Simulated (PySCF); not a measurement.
Zn(I)(OSiH3) (H3IOSiZn), SMILES [SiH3][O][Zn][I]. Atoms are numbered in the order given.

```xyz
7

Zn     0.1977     0.5285     0.0000
I     -0.0823    -1.8557     0.0000
O      0.5061     2.2609     0.0000
Si    -0.2859     3.7055     0.0000
H     -1.1619     3.8588     1.2075
H      0.7081     4.8194     0.0000
H     -1.1619     3.8588    -1.2075
```
Charge 0, spin multiplicity 1.

The structure is a stationary point at r2SCAN-D4/def2-SVP. The structure was generated by enumeration; whether it is a known compound was not checked. The def2 effective core potentials stand for the cores of I; spin–orbit coupling is left out. One conformer was computed; it need not be the lowest.

All values below come from TDA-PBE/def2-SVPD run with PySCF 2.14.0.

Vertical excitations. Gas-phase values at a fixed geometry. State labels are in the subgroup Cs.

```
state  symmetry  energy (eV)  λ (nm)      f                                              main pairs
-----  --------  -----------  ------  -----  ------------------------------------------------------
S1           A"         4.33     286  0.002                                          HOMO→LUMO 99 %
S2           A'         4.44     279  0.015                                        HOMO−1→LUMO 99 %
S3           A"         4.69     264  0.019                                        HOMO−2→LUMO 99 %
S4           A'         4.82     257  0.034                                        HOMO−3→LUMO 98 %
S5           A"         5.67     219  0.000                                        HOMO→LUMO+1 98 %
S6           A'         5.77     215  0.003                    HOMO→LUMO+2 53 %, HOMO−1→LUMO+1 47 %
S7           A"         5.81     213  0.000                                      HOMO−1→LUMO+2 98 %
S8           A'         6.01     206  0.027  HOMO−1→LUMO+1 37 %, HOMO→LUMO+2 32 %, HOMO−4→LUMO 25 %
S9           A"         6.02     206  0.002                                      HOMO−2→LUMO+1 99 %
S10          A'         6.12     203  0.001                  HOMO−2→LUMO+2 48 %, HOMO−3→LUMO+1 47 %
T1           A"         4.08     304      0                                          HOMO→LUMO 99 %
T2           A'         4.14     300      0                                       HOMO−1→LUMO 100 %
T3           A"         4.42     281      0                                        HOMO−2→LUMO 99 %
T4           A'         4.50     275      0                                        HOMO−3→LUMO 99 %
```
Triplets are in the Tamm–Dancoff approximation.
